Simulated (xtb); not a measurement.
Pb(H)(NH2) (H3NPb), SMILES [PbH][NH2] (connectivity only; charge and spin as stated), neutral, multiplicity 1. All values are semi-empirical tight-binding results from xtb (GFN2-xTB unless named), good for trends rather than for accurate numbers. Coordinates come from a GFN2-xTB optimisation.

For metal compounds this method's bond lengths and energies can be far off.

Computed properties:
| Property | Result |
|---|---|
| point group as xtb finds it | Cs |
| orbital gap | 3.10 eV |
| zero-point energy | 18.2 kcal/mol |
| G − E(el) at 298.15 K (modified RRHO) | 1.3 kcal/mol |
